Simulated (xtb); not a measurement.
xtb input (GFN1-xTB):

```bash
xtb mol.xyz --gfn 1 --opt tight --chrg 0 --uhf 0
```
mol.xyz:
```
2

Cu    -0.00000000    -0.00000000    -0.04943660
H      0.00000000     0.00000000     1.43366134
```

End of the output:

```
         :::::::::::::::::::::::::::::::::::::::::::::::::::::
         ::                     SUMMARY                     ::
         :::::::::::::::::::::::::::::::::::::::::::::::::::::
         :: total energy              -4.998834244250 Eh    ::
         :: gradient norm              0.000101532900 Eh/a0 ::
         :: HOMO-LUMO gap              3.790171985192 eV    ::
         ::.................................................::
         :: SCC energy                -5.005309178134 Eh    ::
         :: -> electrostatic           0.006257671354 Eh    ::
         :: repulsion energy           0.006594174042 Eh    ::
         :: dispersion energy         -0.000119240157 Eh    ::
         :: halogen bond corr.         0.000000000000 Eh    ::
         :: add. restraining           0.000000000000 Eh    ::
         :: total charge               0.000000000000 e     ::
         :::::::::::::::::::::::::::::::::::::::::::::::::::::

           -------------------------------------------------
          |                Property Printout                |
           -------------------------------------------------

    * Orbital Energies and Occupations

         #    Occupation            Energy/Eh            Energy/eV
      -------------------------------------------------------------
         1        2.0000           -0.4642782             -12.6337
         2        2.0000           -0.4257928             -11.5864
         3        2.0000           -0.4257928             -11.5864
         4        2.0000           -0.4257928             -11.5864
         5        2.0000           -0.4257928             -11.5864
         6        2.0000           -0.4157523             -11.3132 (HOMO)
         7                         -0.2764661              -7.5230 (LUMO)
         8                         -0.1830275              -4.9804
         9                         -0.1830275              -4.9804
        10                         -0.0245129              -0.6670
        11                          0.6342556              17.2590
      -------------------------------------------------------------
                  HL-Gap            0.1392863 Eh            3.7902 eV
             Fermi-level           -0.3461092 Eh           -9.4181 eV

  Mulliken/CM5 charges         n(s)   n(p)   n(d)
     1Cu    0.18621  0.17943   0.603  0.256  9.954
     2H    -0.18621 -0.17943   1.186  0.000  0.000

Wiberg/Mayer (AO) data.
largest (>0.10) Wiberg bond orders for each atom

 ---------------------------------------------------------------------------
     #   Z sym  total        # sym  WBO       # sym  WBO       # sym  WBO
 ---------------------------------------------------------------------------
     1  29 Cu   0.985 --     2 H    0.985
     2   1 H    0.985 --     1 Cu   0.985
 ---------------------------------------------------------------------------

Topologies differ in total number of bonds
Writing topology from bond orders to xtbtopo.mol

 dipole moment from electron density (au)
     X       Y       Z
  -0.0000  -0.0000  -1.8543  total (Debye):    4.713

           -------------------------------------------------
          |                Geometry Summary                 |
           -------------------------------------------------

      molecular mass/u    :       64.5539807
   center of mass at/Å    :        0.0000000       0.0000000      -0.0164745
  moments of inertia/u·Å² :       -0.4204389E-51   0.2123261E+01   0.2123261E+01
rotational constants/cm⁻¹ :       -0.4009532E+53   0.7939499E+01   0.7939499E+01

 * 1 selected distances

     #   Z          #   Z                                           value/Å
     0   0          0   0                                         0.0000000 (max)

 * 0 distinct bonds (by element types)

   Z      Z             #   av. dist./Å        max./Å        min./Å

optimized geometry written to: xtbopt.xyz

           -------------------------------------------------
          | TOTAL ENERGY               -4.998834244250 Eh   |
          | GRADIENT NORM               0.000101532900 Eh/α |
          | HOMO-LUMO GAP               3.790171985192 eV   |
           -------------------------------------------------

------------------------------------------------------------------------
Note: The following floating-point exceptions are signalling: IEEE_DENORMAL
normal termination of xtb
------------------------------------------------------------------------
 total:
 SCF:
 ANC optimizer:
```
